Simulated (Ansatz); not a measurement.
Species: AlHCl$_{2}$, charge 0, singlet. AlHCl2 (SMILES [Cl][AlH][Cl]).
B3LYP-D3(BJ)/def2-TZVP minimum from Ansatz (a first-principles code):
```
Al
H 1 1.5570
Cl 1 2.0903 2 120.87
Cl 1 2.0903 2 120.87 3 -180.00
```

Total energies in cc-pV(D+d)Z, 18 correlated electrons, 15 frozen orbitals. Radicals and triplets start from unrestricted determinants; spin-orbit coupling is neglected. Correlated methods leave the cores frozen. No relativity.

```
method    program  energy (Eh)  minus CCSDT(Q) (mEh)
--------  -------  -----------  --------------------
HF         Ansatz  -1161.65856                377.32
MP2        Ansatz  -1161.99154                 44.35
CCSD       Ansatz  -1162.02630                  9.59
CCSD(T)    Ansatz  -1162.03436                  1.52
CCSDT(Q)   Ansatz  -1162.03589                  0.00
```

Rough core times of Ansatz's runs on a shared machine: CCSD(T) under 20 s, CCSDT(Q) 3 min.
